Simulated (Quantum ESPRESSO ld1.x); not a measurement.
Problem. Species: Pb. Configuration: [Hg] 6p2. Calculated with ld1.x of Quantum ESPRESSO 7.5: Dirac Kohn-Sham, relativistic LDA (MacDonald-Vosko exchange, VWN5 correlation), spin-unpolarised, spherical densities, point nucleus; open shells fill j = l - 1/2 first.

Spin-orbit splittings of the eigenvalues, e(l+1/2) - e(l-1/2), with zeta = 2 splitting/(2l+1) and mean radii in bohr:

| shell | occ. | splitting (eV) | zeta (eV) | <r> j=l-1/2 | <r> j=l+1/2 |
|---|---|---|---|---|---|
| 2p | 6 | 2159 | 1440 | 0.05510 | 0.06397 |
| 3p | 6 | 482.3 | 321.5 | 0.1649 | 0.1811 |
| 3d | 10 | ? | ? | 0.1572 | 0.1621 |
| 4p | 6 | 118.4 | 78.92 | 0.3863 | 0.4209 |
| 4d | 10 | 22.21 | 8.885 | 0.4252 | 0.4363 |
| 4f | 14 | 5.029 | 1.437 | 0.4508 | 0.4571 |
| 5p | 6 | 22.35 | 14.90 | 0.9136 | 1.006 |
| 5d | 10 | 2.584 | 1.034 | 1.282 | 1.332 |
| 6p | 2 | 1.402 | 0.9348 | 3.068 | 3.595 |

Estimate the 3d splitting.

Solution. 103.2 eV (zeta = 41.30 eV).
